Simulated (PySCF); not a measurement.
Computed IR spectrum (relative IR intensity) of a molecule C4H10Si2. The structure is a stationary point at TPSSh-D3(BJ)/def2-SVP. The values are those of a single conformer. Computed with TPSSh-D3(BJ)/def2-SVP in PySCF 2.14.0. Frequencies are harmonic and unscaled.

Lines under 2 % of the strongest are left out, and lines within 2 cm⁻¹ are merged.

ν (cm⁻¹): 342 (vw), 451 (w), 662 (m), 675 (w), 684 (w), 740 (m), 819 (m), 916 (vs), 927 (m), 953 (vs), 955 (w), 960 (m), 969 (m), 1033 (w), 1074 (w), 1168 (vw), 1329 (w), 2239 (s), 2244 (w), 2247 (m), 2253 (s), 2265 (s), 2270 (m), 3015 (w), 3058 (vw), 3473 (m) (against the strongest line: vs over 80 %, s over 45 %, m over 15 %, w over 4 %, vw less)

Q: Which molecule gave these data?
A. C[Si@H]1C=C[C@H]1[SiH3]
B. [SiH3]/C=C1/CC[SiH2]1
C. C#CCC([SiH3])[SiH3]
D. C[SiH2]C#C[SiH2]C

A: C, C#CCC([SiH3])[SiH3]
